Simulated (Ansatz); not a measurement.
Saddle point of Si2H7ClO3F2, singlet (Si₂H₄O₂F₂ ([OH][Si]([F])([F])[O][SiH3]) + HCl + H₂O → SiHClOF₂ ([OH][Si]([F])([F])[Cl]) + SiH₄O ([OH][SiH3]) + H₂O (still joined by a long Si–O bond); bonds formed: Si1–Cl8, O2–H9, H7–O10; bonds broken: H7–Cl8, H9–O10; bonds weakened to dative contacts: Si1–O2), PBE0-D4/def2-TZVP structure:

```
15
angstrom
Si -1.3652 0.3790 0.3402
O 0.1847 0.0815 -0.3333
Si 0.4104 0.0114 -2.0229
F -2.0224 0.4474 -1.1434
F -1.5839 1.8889 0.7457
O -2.2580 -0.8475 0.8984
H 1.4854 0.0337 1.9052
Cl -0.2193 0.2395 2.5960
H 1.2091 -0.0366 0.3309
O 2.1021 -0.0844 1.0901
H 0.1022 1.3120 -2.6442
H 1.8679 -0.2645 -2.1080
H -0.3468 -1.1156 -2.5974
H -2.0557 -1.0792 1.8093
H 2.4895 -0.9655 1.1337
```

Energies are electronic, without zero-point energy. Barriers and step energies count from the start structure reached by relaxing down the imaginary mode; all methods use the PBE0-D4 structures, on which another method's saddle can fall below an end. Ansatz 0.2.0; basis: def2-TZVPP, with def2-QZVPP for the basis limit; cores frozen in the correlated methods. B3LYP uses VWN-RPA correlation. Extrapolation: Hartree–Fock as exp(−7.88 √X), correlation as X^−2.97.

| method | barrier (kcal/mol) | step energy (kcal/mol) |
| --- | --- | --- |
| SPW92 | 5.29 | 6.66 |
| PBE-D4 | ? | 14.56 |
| BLYP-D4 | 20.49 | 19.50 |
| r2SCAN-D4 | 15.90 | 14.76 |
| B97M-V | ? | 16.51 |
| PBE0-D4 | 16.98 | 14.89 |
| B3LYP-D4 | 21.15 | 19.15 |
| r2SCAN0-D4 | 17.09 | 14.95 |
| BHLYP-D4 | 22.83 | 19.23 |
| CAM-B3LYP-D4 | 20.28 | 17.84 |
| wB97X-V | 18.82 | 15.40 |
| wB97M-V | 17.55 | 13.98 |
| B2PLYP | 21.70 | 19.03 |
| PBE-QIDH | 18.19 | 15.19 |
| RPA on PBE | ? | 18.29 |
| HF | 33.01 | 26.67 |
| MP2 | 19.57 | 16.71 |
| CCSD | 23.18 | 18.96 |
| CCSD(T) | 21.05 | 17.53 |

(1) Fill in the withheld barriers. (An estimate is asked for; the value comes from the calculation.)

No T1 diagnostic of these runs exceeds 0.012.

Results:

(1) The calculation gives: B97M-V 20.28; RPA on PBE 21.74; PBE-D4 15.39 kcal/mol. Each is the energy of the saddle less that of the start structure, by the same method.

For comparison, the barrier by CCSD(T) at an estimated basis limit (MP2 extrapolated from triple and quadruple zeta, plus CCSD(T) − MP2 in triple zeta) is 19.77 kcal/mol.

Hydrogen chloride, the by-product of chloride precursors, can attack films and sites by steps of this kind. Here a small cluster stands in for the surface site.

Labels in which every atom is bracketed show which atoms are joined, not bond orders.

For scale, one of the runs: CCSD(T)/def2-TZVPP, 379 basis functions, launched by `ansatz run in.yaml --threads 4 --pin off --events-out ev --progress --plain --max-ram 66560MiB --backend cuda --devices 0, --max-vram 37GiB`. Time: 26 s of wall clock on 4 CPU threads of an AMD EPYC 7R13 and a share of one NVIDIA H100; the host was shared. Peak host memory: 0.92 GiB.
